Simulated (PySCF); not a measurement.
Below is a simulated gas-phase C 1s photoelectron spectrum of `COC[Se][Se]C`.

Every computed line was given a Gaussian of 0.4 eV full width at half maximum and an area set by the number of equivalent atoms; the highest printed point is 100. Level of theory: delta-SCF UKS SCAN, pcX-2 on the ionised atom, pcseg-1 elsewhere, spin-free X2C (PySCF).

binding energy (eV), intensity and a bar:
```
    290.2          0 
    290.3          1 
    290.4          5 ##
    290.5         15 #####
    290.6         32 ##########
    290.7         48 ##############
    290.8         50 ###############
    290.9         37 ###########
    291.0         20 ######
    291.1          7 ##
    291.2          2 #
    291.3          0 
    291.4          0 
    291.5          0 
    291.6          0 
    291.7          3 #
    291.8         11 ###
    291.9         33 ##########
    292.0         67 ####################
    292.1         97 #############################
    292.2        100 ##############################
    292.3         73 ######################
    292.4         37 ###########
    292.5         14 ####
    292.6          3 #
    292.7          1
```

Question: How many maxima does the curve show, and how many computed lines lie under it?

Answer: The curve has 2 maxima (at 290.8 and 292.2 eV). Under it lie 3 lines from 3 inequivalent carbon sites. At this width some lines have no maximum of their own.

Question: Decompose the envelope and assign each component. Numbering: `[CH3:1][O:2][CH2:3][Se:4][Se:5][CH3:6]`.

Answer: 
```json
{"position (eV)": "290.76", "relative area": "1", "line": "C 1s", "atoms": "C6", "environment": "sp3 carbon bound to selenium"}
{"position (eV)": "292.16", "relative area": "1", "line": "C 1s", "atoms": "C1", "environment": "methoxy carbon"}
{"position (eV)": "292.16", "relative area": "1", "line": "C 1s", "atoms": "C3", "environment": "sp3 carbon bound to oxygen"}
```

Lowest listed C 1s: C6, bonded to Se and 3 H. Highest, 1.40 eV above it: C3, bonded to O, Se and 2 H. The values 292.16 and 292.16 eV lie too close for their order to be trusted.

The curve has no shake-up lines and no vibrational structure. One conformer (not necessarily the lowest) at the PBE0-D3(BJ)/def2-SVP geometry, without solvent, vibrations or thermal averaging.

Shape of the structure used: `[CH3:1][O:2][CH2:3][Se:4][Se:5][CH3:6]`: C1–O2–C3–Se4 -68°, O2–C3–Se4–Se5 -65°, C3–Se4–Se5–C6 -92°.
